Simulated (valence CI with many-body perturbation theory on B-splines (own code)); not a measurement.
Level structure of Gd LII

Method: relativistic CI+MBPT: three valence electrons over a frozen Dirac-Fock core [Ne], radial functions for each j: 9 s, 9 p, 8 d, 6 f, 3 g, 1 h, with the one-electron correlation potential Σ1, the two-electron term Σ2, the three-electron term Σ3, Breit, model QED; selected CI, second order for the rest, scaled by the run's own slope (own B-spline code, finite nucleus).

The last digits are not significant, and no measured levels were compared; by estimate large intervals hold to a few tenths of a per cent, small ones and those within an open d or f shell to about a per cent.

Levels 1 to 35 of 35, with energies above the lowest level, (3s^2 3p1/2) J=1/2. "Leading %" is the weight of the configuration and term that name the level; weights of strongly mixed levels are sums over their largest components and can fall short, so below about 35 % the name and the second component can differ from the true leading terms, or belong to a minority configuration. In the jj column 3d3/2^4 stands for four electrons in 3d with j = 3/2. Lifetimes count E1, E2, E3, M1 and M2 decay at the calculated energies, and are blank where another channel may lead or the interval is too uncertain; long ones can be off by a factor of two.

| No. | Configuration | Term | J | E (eV) | Leading % | Leading jj | Lifetime |
| --- | --- | --- | --- | --- | --- | --- | --- |
| 1 | 3s²3p | ²P° | 1/2 | 0.00 | 99 | 3s^2 3p1/2 (99 %) |  |
| 2 | 3s3p² | ⁴P | 1/2 | 132.67 | 57 | 3s 3p1/2^2 (98 %) | 43.1 ps |
| 3 | 3s²3p | ²P° | 3/2 | 182.95 | 99 | 3s^2 3p3/2 (99 %) | 25.9 ns |
| 4 | 3s3p² | ⁴P | 3/2 | 291.69 | 90 | 3s 3p1/2 3p3/2 (99 %) | 243 ps |
| 5 | 3s3p² | ²D | 5/2 | 306.30 | 57 | 3s 3p1/2 3p3/2 (97 %) | 114 ps |
| 6 | 3s3p² | ²D | 3/2 | 324.86 | 55 | 3s 3p1/2 3p3/2 (83 %) | 3.52 ps |
| 7 | 3s3p² | ²P | 1/2 | 333.29 | 70 | 3s 3p1/2 3p3/2 (97 %) | 1.07 ps |
| 8 | 3s²3d | ²D | 3/2 | 376.44 | 83 | 3s^2 3d3/2 (83 %) | 828 fs |
| 9 | 3s²3d | ²D | 5/2 | 410.65 | 94 | 3s^2 3d5/2 (94 %) | 7.33 ps |
| 10 | 3p³ | ²P° | 3/2 | 456.98 | 34 | 3p1/2^2 3p3/2 (73 %) | 4.69 ps |
| 11 | 3s3p3d | ⁴F° | 3/2 | 470.76 | 71 | 3s 3p1/2 3d3/2 (84 %) | 10.2 ps |
| 12 | 3s3p3d | ⁴F° | 5/2 | 481.46 | 48 | 3s 3p1/2 3d3/2 (96 %) | 56.5 ps |
| 13 | 3s3p² | ⁴P | 5/2 | 486.99 | 54 | 3s 3p3/2^2 (95 %) | 3.58 ps |
| 14 | 3s3p3d | ⁴D° | 1/2 | 503.14 | 62 | 3s 3p1/2 3d3/2 (98 %) | 1.18 ps |
| 15 | 3s3p3d | ⁴D° | 3/2 | 506.71 | 39 | 3s 3p1/2 3d3/2 (84 %) | 973 fs |
| 16 | 3s3p² | ²S | 1/2 | 516.66 | 69 | 3s 3p3/2^2 (98 %) | 1.52 ps |
| 17 | 3s3p² | ²P | 3/2 | 522.35 | 63 | 3s 3p3/2^2 (97 %) | 753 fs |
| 18 | 3s3p3d | ⁴P° | 5/2 | 523.86 | 38 | 3s 3p1/2 3d5/2 (99 %) | 6.43 ps |
| 19 | 3s3p3d | ⁴F° | 7/2 | 534.05 | 48 | 3s 3p1/2 3d5/2 (97 %) | 9.48 ps |
| 20 | 3s3p3d | ²F° | 5/2 | 543.21 | 50 | 3s 3p1/2 3d5/2 (95 %) | 7.18 ps |
| 21 | 3s3p3d | ²D° | 3/2 | 547.73 | 41 | 3s 3p1/2 3d5/2 (81 %) | 2.62 ps |
| 22 | 3p²3d | ²D | 3/2 | 632.78 | 38 | 3p1/2^2 3d3/2 (98 %) | 8.63 ps |
| 23 | 3p³ | ²D° | 5/2 | 635.14 | 72 | 3p1/2 3p3/2^2 (72 %) | 2.03 ps |
| 24 | 3p³ | ⁴S° | 3/2 | 639.08 | 46 | 3p1/2 3p3/2^2 (90 %) | 905 fs |
| 25 | 3p³ | ²P° | 1/2 | 651.66 | 84 | 3p1/2 3p3/2^2 (84 %) | 1.27 ps |
| 26 | 3s3p3d | ⁴D° | 3/2 | 665.68 | 42 | 3s 3p3/2 3d3/2 (98 %) | 1.36 ps |
| 27 | 3s3p3d | ⁴P° | 1/2 | 666.93 | 84 | 3s 3p3/2 3d3/2 (97 %) | 1.64 ps |
| 28 | 3s3p3d | ⁴D° | 5/2 | 667.41 | 47 | 3s 3p3/2 3d3/2 (82 %) | 1.05 ps |
| 29 | 3s3p3d | ⁴F° | 7/2 | 670.62 | 40 | 3s 3p3/2 3d3/2 (86 %) | 1.73 ps |
| 30 | 3p²3d | ²D | 5/2 | 685.28 | 30 | 3p1/2^2 3d5/2 (97 %) | 5.22 ps |
| 31 | 3s3p3d | ⁴F° | 9/2 | 690.20 | 100 | 3s 3p3/2 3d5/2 (100 %) | 38.5 ns |
| 32 | 3s3p3d | ²D° | 3/2 | 691.87 | 64 | 3s 3p3/2 3d3/2 (76 %) | 810 fs |
| 33 | 3s3p3d | ²F° | 5/2 | 705.81 | 65 | 3s 3p3/2 3d3/2 (85 %) | 694 fs |
| 34 | 3s3p3d | ²P° | 1/2 | 709.54 | 68 | 3s 3p3/2 3d3/2 (85 %) | 573 fs |
| 35 | 3s3p3d | ²D° | 5/2 | 710.02 | 50 | 3s 3p3/2 3d5/2 (87 %) | 1.99 ps |

The ionisation energy to 3s² ¹S0 of the next ion comes out as 4694.7 eV (NIST: 4693 ± 4 eV (theoretical)). All 35 levels together are meant to be complete up to 717.81 eV.
